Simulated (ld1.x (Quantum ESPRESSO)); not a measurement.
Si (Z = 14): excitation energies, all-electron against ultrasoft

```
Element                 : Si
Generator               : ld1.x (Quantum ESPRESSO) 7.5
Type                    : ultrasoft
Functional              : PBEsol
Relativity              : scalar-relativistic
Frozen core             : [Ne]
Valence charge          : 4
Reference configuration : 3s2 3p0 (charge +2)
Partial waves           : 3s (bound): rcut 1.15, rcutus 1.45 bohr; 3s channel at 1.45 Ry: rcut 1.15, rcutus 1.45 bohr; 3p (bound, empty): rcut 1.50, rcutus 1.90 bohr; 3p channel at -0.2 Ry: rcut 1.50, rcutus 1.90 bohr
Local potential         : all-electron potential smoothed inside 1.65 bohr (lloc = -1)
Core correction         : a·sin(br)/r model core inside 1.25 bohr
Augmentation charge     : PSQ, inside the norm-conserving radii
```

Energies are relative to the spin-unpolarised reference configuration 3s2 3p0; without spin polarisation the order of configurations can differ from experiment.

```
valence configuration  charge  ΔE all-electron (eV)  error AE − PS (meV)
              3s2 3p2       0               -23.676                 +9.5
              3s1 3p0      +3                33.899                 -1.5
              3s1 3p2      +1                -8.554                  +17
            3s2 3p1.5    +0.5               -20.768                 +7.0
              3s0 3p4       0                -9.940                  +49
            3s2 3p2.3    -0.3               -24.599                  +11
```

Problem. What are ΔE and the potential's error for 3s2 3p1?

Solution. ΔE = -15.963 eV all-electron; the error (AE − PS) is +4.1 meV.

Levels in the configuration 3s2 3p2.3:

```
level  all-electron (eV)  pseudo (eV)
   3s             -8.660       -8.652
   3p             -2.131       -2.134
```
